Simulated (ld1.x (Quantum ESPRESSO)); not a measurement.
**Varying the TM potential for I (Z = 53)**

Base potential:

```json
{"Element": "iodine (I)", "Generator": "ld1.x (Quantum ESPRESSO) 7.5", "Type": "norm-conserving Troullier–Martins (Kleinman–Bylander form)", "Functional": "revPBE", "Relativity": "fully relativistic", "Frozen core": "[Kr]", "Valence charge": "17", "Reference configuration": "4d10 5s2 5p5", "Partial waves": "5s (bound): rc 1.60 bohr; 5p (bound): rc 1.60 bohr; 4d (bound): rc 1.20 bohr", "Local potential": "the d channel", "Core correction": "none"}
```

Open shells are filled in proportion to 2j + 1 (rel_dist='average').

All-electron outer shells of the reference configuration (revPBE, scalar-relativistic, ld1.x):

```json
{"shell": "4s", "level (eV)": "-180.60", "outermost node (bohr)": "0.37", "outermost maximum (bohr)": "0.68"}
{"shell": "4p", "level (eV)": "-127.56", "outermost node (bohr)": "0.37", "outermost maximum (bohr)": "0.72"}
{"shell": "4d", "level (eV)": "-50.24", "outermost node (bohr)": "0.35", "outermost maximum (bohr)": "0.78"}
{"shell": "5s", "level (eV)": "-17.35", "outermost node (bohr)": "0.88", "outermost maximum (bohr)": "1.70"}
{"shell": "5p", "level (eV)": "-7.05", "outermost node (bohr)": "0.96", "outermost maximum (bohr)": "2.02"}
```

Cutoffs, loose and tight: the cutoffs (Ry, on a coarse ladder) from which the occupation-weighted sum of valence levels, in a spherical-Bessel basis at the reference potential, stays within 10 and 1 mRy of its value at 400 Ry. They do not see the model core or the augmentation charge, which bear on the density cutoff. Test errors are all-electron minus pseudo excitation energies from the reference, over the configurations 4d10 5s2 5p4; 4d10 5s2 5p3; 4d10 5s2 5p2; 4d10 5s2 5p4.5; 4d10 5s1 5p6; 4d9 5s2 5p5; 4d10 5s2 5p1. A dash means not determined; rows that change the core or the reference have their own tests. The largest error is taken over the tests solved by every variant that gives reliable tests at all: 4d10 5s1 5p6; 4d10 5s2 5p2; 4d10 5s2 5p3; 4d10 5s2 5p4; 4d10 5s2 5p4.5.

A true bound ghost makes a file unfit for plane-wave use even where its test errors are small: the radial tests pick states by their node count and pass the ghost by. Where a test does run into it, the solver fails or the error is huge.

```tsv
change	outcome	cutoff, loose	cutoff, tight	bound ghosts	largest test error (meV)
base	generated, misses its reference levels by 1.03 eV	120 Ry	200 Ry	s, p3/2, p1/2	+9.9
all radii scaled by about 0.78 (s 1.24, p 1.24, d 0.94 bohr)	generated, misses its reference levels by 1.03 eV	over 300 Ry	over 300 Ry	p1/2, p3/2, s	-38
all radii scaled by about 0.82 (s 1.32, p 1.32, d 0.98 bohr)	generated, misses its reference levels by 1.03 eV	180 Ry	260 Ry	s, p3/2, p1/2	-26
all radii scaled by about 1.21 (s 1.94, p 1.94, d 1.46 bohr)	generated, misses its reference levels by 1.03 eV	100 Ry	180 Ry	s, p3/2, p1/2	+14
all radii scaled by about 1.31 (s 2.10, p 2.10, d 1.58 bohr)	generated, misses its reference levels by 1.03 eV	100 Ry	160 Ry	s, p3/2, p1/2	+12
all radii scaled by about 1.40 (s 2.24, p 2.24, d 1.68 bohr)	generated, misses its reference levels by 1.03 eV	90 Ry	160 Ry	s, p3/2, p1/2	-12
```

Task: What comes out with this change to the base: all radii scaled by about 1.17 (s 1.88, p 1.88, d 1.40 bohr)?

Result: outcome: generated, misses its reference levels by 1.03 eV; cutoff, loose: 110 Ry; cutoff, tight: 180 Ry; bound ghosts: s, p3/2, p1/2; largest test error (meV): +15.

Task: What comes out with this change to the base: all radii scaled by about 1.06 (s 1.70, p 1.70, d 1.26 bohr)?

Result: outcome: generated, misses its reference levels by 1.03 eV; cutoff, loose: 120 Ry; cutoff, tight: 180 Ry; bound ghosts: s, p3/2, p1/2; largest test error (meV): +14.

Task: What comes out with this change to the base: all radii scaled by about 0.90 (s 1.44, p 1.44, d 1.08 bohr)?

Result: outcome: generated, misses its reference levels by 1.03 eV; cutoff, loose: 140 Ry; cutoff, tight: 230 Ry; bound ghosts: s, p3/2, p1/2; largest test error (meV): -22.

Reading the sweep of the scale of all radii (base = 1) (base included, trends over the rows without a ghost): Bound ghosts are found at 0.78, 0.82, 0.9, 1, 1.06, 1.17, 1.21, 1.31, 1.4. Every judged row has one, so this setting neither creates nor removes them.
